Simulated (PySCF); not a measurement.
A made-up structure of CH₄SeSi, closed shell:

```xyz
7
angstrom
C -0.5647 -0.4672 -0.2546
Si 0.5592 0.3087 0.3688
Se -0.2708 1.3804 -1.3386
H -0.2415 -1.3398 -0.8687
H -1.5209 -0.4400 0.3179
H 0.1512 0.8895 1.6928
H 1.8875 -0.3316 0.0824
```

It is relaxed with PBE-D4/def2-SVP and then PBE0-D4/def2-TZVP (PySCF 2.14 with density fitting (its default auxiliary sets; JK sets also for MP2 and CCSD(T))). Atoms count as bonded within 1.22 times the sum of their covalent radii (H–H: 0.88 Å). The end point is not checked to be a true minimum.

(1) Does its bonding change? (Judge from chemistry; the calculation decides.)

## Answers

(1) The calculation gives: No: no bond forms or breaks.

Where it ends: The first stage lowers the energy by 2.67 eV in 11 steps. It ends as CH₄SeSi ([CH2]1[SiH2][Se]1):
| atom | x (Å) | y (Å) | z (Å) |
| --- | --- | --- | --- |
| C1 | -0.7073 | -0.3682 | -0.4959 |
| Si2 | 0.6822 | 0.2099 | 0.5611 |
| Se3 | -0.0382 | 1.4171 | -1.1634 |
| H4 | -0.5456 | -1.1589 | -1.2209 |
| H5 | -1.7275 | -0.3089 | -0.1319 |
| H6 | 0.3839 | 0.6780 | 1.9320 |
| H7 | 1.9884 | -0.4755 | 0.4537 |

Labels in which every atom is bracketed show which atoms are joined, not bond orders.

For scale, one of the runs: PBE0-D4/def2-TZVP relaxation, 140 basis functions, launched by `OMP_NUM_THREADS=2 python run.py`. Time: 64 s of wall clock on 2 CPU threads of an Arm Neoverse V1; the host was shared. Peak host memory: 1.3 GiB.
